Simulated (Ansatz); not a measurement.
Two isomers of H8N2OSi2: A = `N[SiH2]N[SiH2]O`, B = `N[SiH](N)O[SiH3]`.

Calculated with Ansatz (gas phase, PBE0-D4/def2-TZVP geometries, no zero-point term in ΔE). CCSD(T)/CBS is the MP2 limit (def2-TZVPP, def2-QZVPP) plus CCSD(T) − MP2 in def2-TZVPP, frozen cores. DFT in def2-TZVPP. B3LYP here is the variant with VWN-RPA as its local correlation; programs differ in this. One conformer a species, not always the lowest.

Task: Which is lower in electronic energy at CCSD(T)/CBS, and by how much? (An estimate is asked.)

Result: Ansatz gave: B, by 60.4 kJ/mol.

Task: Give E(B) − E(A) in kJ/mol with B2PLYP, CCSD/def2-TZVPP, B3LYP, PBE-D4, ωB97M-V, r2SCAN-D4, B3LYP-D4. (An estimate is asked.)

Result: Ansatz gave: B2PLYP -61.8, CCSD/def2-TZVPP -62.5, B3LYP -61.8, PBE-D4 -54.2, ωB97M-V -60.5, r2SCAN-D4 -62.3, B3LYP-D4 -63.7. None reverses the order clearly.

Largest T1 diagnostic: 0.011.

From PBE to PBE0 (25 % exact exchange), in def2-TZVPP and without D4, E(B) − E(A) moves by −3.4 kJ/mol. In def2-TZVPP, CCSD(T) changes the Hartree–Fock value by +11.6 kJ/mol (the triples alone add +1.9 kJ/mol) and MP2 by +12.6 kJ/mol.
